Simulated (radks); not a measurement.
Species: Lu2+. Configuration: [Xe] 4f14 6s1. Method: scalar-relativistic Kohn-Sham, BLYP, spin-polarised, spherical densities, point nucleus; open shells are filled with parallel spins first (spin-orbit coupling, left out, can overturn this in heavy ions); computed with a radial shooting solver on a logarithmic mesh with Libxc functionals.

Normalised radial functions P(r) = r R(r), r in bohr:

| r | 5s up | 6s up | 6s down |
|---|---|---|---|
| 0.00174 | 0.0841 | 0.0306 | 0.0307 |
| 0.002358 | 0.1036 | 0.0377 | 0.0378 |
| 0.003195 | 0.1251 | 0.0455 | 0.0457 |
| 0.00433 | 0.1469 | 0.0534 | 0.0536 |
| 0.005822 | 0.1650 | 0.0600 | 0.0602 |
| 0.007891 | 0.1747 | 0.0635 | 0.0638 |
| 0.01069 | 0.1668 | 0.0606 | 0.0609 |
| 0.01449 | 0.1306 | 0.0474 | 0.0476 |
| 0.01964 | 0.0564 | 0.0205 | 0.0205 |
| 0.02641 | -0.0525 | -0.0191 | -0.0192 |
| 0.03579 | -0.1802 | -0.0655 | -0.0658 |
| 0.04851 | -0.2683 | -0.0975 | -0.0979 |
| 0.06574 | -0.2355 | -0.0854 | -0.0857 |
| 0.08838 | -0.0387 | -0.0136 | -0.0137 |
| 0.1198 | 0.2556 | 0.0933 | 0.0937 |
| 0.1623 | 0.3947 | 0.1428 | 0.1434 |
| 0.22 | 0.1389 | 0.0477 | 0.0478 |
| 0.2982 | -0.3723 | -0.1381 | -0.1388 |
| 0.4009 | -0.5730 | -0.2023 | -0.2031 |
| 0.5433 | -0.1041 | -0.0155 | -0.0153 |
| 0.7363 | 0.6792 | 0.2628 | 0.2640 |
| 0.9979 | 1.0884 | 0.3219 | 0.3225 |
| 1.342 | 0.9130 | 0.0540 | 0.0518 |
| 1.818 | 0.4721 | -0.3758 | -0.3797 |
| 2.464 | 0.1488 | -0.6547 | -0.6552 |
| 3.34 | 0.0260 | -0.6058 | -0.6023 |
| 4.526 | 0.0021 | -0.3324 | -0.3332 |
| 6.086 | 0.0001 | -0.1064 | -0.1091 |
| 8.248 | 0.0000 | -0.0164 | -0.0175 |

5s up: eigenvalue -78.222 eV, 4 radial nodes at r = 0.0231, 0.0921, 0.240, 0.566 bohr, <r> = 1.17 bohr, 90 % of the charge inside 1.69 bohr. 6s up: eigenvalue -18.028 eV, 5 radial nodes at r = 0.0231, 0.0920, 0.239, 0.552, 1.40 bohr, <r> = 3.04 bohr, 90 % of the charge inside 4.34 bohr. 6s down (empty): eigenvalue -17.351 eV, 5 radial nodes at r = 0.0231, 0.0920, 0.239, 0.552, 1.39 bohr, <r> = 3.04 bohr, 90 % of the charge inside 4.36 bohr.
